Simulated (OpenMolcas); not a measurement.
W3+ among 6 point charges of -1 e arranged as an octahedron (Oh).

```json
{"Program": "OpenMolcas 26.06", "Method": "CASSCF", "Basis": "ANO-RCC-VDZP [7s6p4d2f1g]", "Scalar Hamiltonian": "DKH2, point nucleus", "Active space": "3 electrons in 5 orbitals (5d)", "State averaging": "2S+1 = 4 even, 10 roots; 2S+1 = 2 even, 40 roots", "Spin-orbit coupling": "RASSI with atomic mean-field integrals over the reference wave functions"}
```

All point charges move together. At R = 2.15 Å |10Dq| is 7533 cm-1, and at R = 2.3 Å it is 5645 cm-1.

**Question.** A third run gives 9993 cm-1. What distance was it run at?

**Answer.** With a power law R^-n the two known points give n = -ln(5645 / 7533) / ln(2.3 / 2.15) = 4.28. Then R = 2.15 × (7533 / 9993)^(1/4.28) = 2.013 Å. The run was at 2.01 Å, so the estimate is off by +0.003 Å.

Without dynamic correlation the repulsion within the d shell is too large (B by tens of per cent), so at a given field states of lower spin stand too high. Spin-orbit coupling mixes the spin-free states strongly: the lowest level takes only 69 % from its leading state, 4A2 (figures for R = 2.15; the like holds for R = 2.3). This field is weak: 10Dq is about 9993 cm-1, while octahedral complexes of 5d ions of charge 3 and more, computed by the same method with explicit ligands, had a median near 35000 cm-1. Ground spin and moment need not be those of a real site (figures for R = 2.01; the like holds for R = 2.15, R = 2.3). This is an electrostatic model: the charges have no orbitals. No measured value stands beside these numbers.
